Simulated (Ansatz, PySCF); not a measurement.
quinoxaline (C₈H₆N₂), SMILES c1ccc2nccnc2c1. Atoms are numbered in the order given.

```xyz
16

C      0.0000     0.7101     2.3816
C      0.0000    -0.7101     2.3816
C      0.0000    -1.4126     1.1956
C      0.0000    -0.7171    -0.0427
N      0.0000    -1.4145    -1.2119
C      0.0000    -0.7125    -2.3209
C      0.0000     0.7125    -2.3209
N      0.0000     1.4145    -1.2119
C      0.0000     0.7171    -0.0427
C      0.0000     1.4126     1.1956
H      0.0000     1.2459     3.3337
H      0.0000    -1.2459     3.3337
H      0.0000    -2.5036     1.1654
H      0.0000    -1.2579    -3.2725
H      0.0000     1.2579    -3.2725
H      0.0000     2.5036     1.1654
```
Charge 0, spin multiplicity 1.

Coordinates come from a B3LYP-D3(BJ)/def2-SVP optimisation.

Two levels are set side by side: PBE-D3(BJ)/def2-SVP (Ansatz, an electronic-structure program) and B3LYP-D3(BJ)/def2-SVP (Ansatz). Each level has its own optimised geometry; the coordinates shown are those of the second. Frequencies come from the Hessian of PySCF at each geometry. Differences are taken from unrounded values.

```json
[
 {"quantity": "mean bond length (Å)", "B3LYP-D3(BJ)": "1.282", "PBE-D3(BJ)": "1.289", "PBE-D3(BJ) minus B3LYP-D3(BJ)": "0.007"},
 {"quantity": "bond C1–C2 (Å)", "B3LYP-D3(BJ)": "1.420", "PBE-D3(BJ)": "1.424", "PBE-D3(BJ) minus B3LYP-D3(BJ)": "0.004"},
 {"quantity": "bond C1–C10 (Å)", "B3LYP-D3(BJ)": "1.378", "PBE-D3(BJ)": "1.387", "PBE-D3(BJ) minus B3LYP-D3(BJ)": "0.008"},
 {"quantity": "bond C2–C3 (Å)", "B3LYP-D3(BJ)": "1.378", "PBE-D3(BJ)": "1.387", "PBE-D3(BJ) minus B3LYP-D3(BJ)": "0.008"},
 {"quantity": "bond C3–C4 (Å)", "B3LYP-D3(BJ)": "1.420", "PBE-D3(BJ)": "1.424", "PBE-D3(BJ) minus B3LYP-D3(BJ)": "0.004"},
 {"quantity": "bond C4–N5 (Å)", "B3LYP-D3(BJ)": "1.361", "PBE-D3(BJ)": "1.367", "PBE-D3(BJ) minus B3LYP-D3(BJ)": "0.005"},
 {"quantity": "bond C4–C9 (Å)", "B3LYP-D3(BJ)": "1.434", "PBE-D3(BJ)": "1.444", "PBE-D3(BJ) minus B3LYP-D3(BJ)": "0.010"},
 {"quantity": "bond N5–C6 (Å)", "B3LYP-D3(BJ)": "1.313", "PBE-D3(BJ)": "1.323", "PBE-D3(BJ) minus B3LYP-D3(BJ)": "0.010"},
 {"quantity": "bond C6–C7 (Å)", "B3LYP-D3(BJ)": "1.425", "PBE-D3(BJ)": "1.428", "PBE-D3(BJ) minus B3LYP-D3(BJ)": "0.003"},
 {"quantity": "bond C7–N8 (Å)", "B3LYP-D3(BJ)": "1.313", "PBE-D3(BJ)": "1.323", "PBE-D3(BJ) minus B3LYP-D3(BJ)": "0.010"},
 {"quantity": "bond N8–C9 (Å)", "B3LYP-D3(BJ)": "1.361", "PBE-D3(BJ)": "1.367", "PBE-D3(BJ) minus B3LYP-D3(BJ)": "0.005"},
 {"quantity": "bond C9–C10 (Å)", "B3LYP-D3(BJ)": "1.420", "PBE-D3(BJ)": "1.424", "PBE-D3(BJ) minus B3LYP-D3(BJ)": "0.004"},
 {"quantity": "bond C1–H11 (Å)", "B3LYP-D3(BJ)": "1.093", "PBE-D3(BJ)": "1.101", "PBE-D3(BJ) minus B3LYP-D3(BJ)": "0.008"},
 {"quantity": "bond C2–H12 (Å)", "B3LYP-D3(BJ)": "1.093", "PBE-D3(BJ)": "1.101", "PBE-D3(BJ) minus B3LYP-D3(BJ)": "0.008"},
 {"quantity": "bond C3–H13 (Å)", "B3LYP-D3(BJ)": "1.091", "PBE-D3(BJ)": "1.100", "PBE-D3(BJ) minus B3LYP-D3(BJ)": "0.008"},
 {"quantity": "bond C6–H14 (Å)", "B3LYP-D3(BJ)": "1.097", "PBE-D3(BJ)": "1.106", "PBE-D3(BJ) minus B3LYP-D3(BJ)": "0.009"},
 {"quantity": "bond C7–H15 (Å)", "B3LYP-D3(BJ)": "1.097", "PBE-D3(BJ)": "1.106", "PBE-D3(BJ) minus B3LYP-D3(BJ)": "0.009"},
 {"quantity": "highest harmonic wavenumber (cm⁻¹)", "B3LYP-D3(BJ)": "3210", "PBE-D3(BJ)": "3142", "PBE-D3(BJ) minus B3LYP-D3(BJ)": "-68"},
 {"quantity": "mean harmonic wavenumber (cm⁻¹)", "B3LYP-D3(BJ)": "1297", "PBE-D3(BJ)": "1261", "PBE-D3(BJ) minus B3LYP-D3(BJ)": "-36"},
 {"quantity": "zero-point energy (kcal/mol)", "B3LYP-D3(BJ)": "77.87", "PBE-D3(BJ)": "75.73", "PBE-D3(BJ) minus B3LYP-D3(BJ)": "-2.14"}
]
```

Exact exchange shortens and stiffens bonds; PBE has none. Differences between two approximate levels are no errors against the true value.
